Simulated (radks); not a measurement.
Question: O+, 7 electrons, occupied as [He] 2s2 2p3 (the NIST ground configuration). All-electron calculation, scalar-relativistic Kohn-Sham, PBE, spin-polarised, spherical densities, finite nucleus; open shells are filled with parallel spins first; Fermi nuclear charge, rms radius 2.6991 fm. Program: a radial shooting solver on a logarithmic mesh with Libxc functionals. Some entries of the table are withheld. Estimate them.

orbital,occ.,eigenvalue (eV),<1/r> (bohr^-1)
1s up,1,-533.3899,7.626
1s down,1,-531.2126,7.646
2s up,1,-41.5731,1.356
2s down,1,-35.6860,1.308
2p up,3,(1),1.230
2p down,0,(2),1.166

Answer: 
(1) 2p up eigenvalue (eV): -26.3618
(2) 2p down eigenvalue (eV): -20.6006
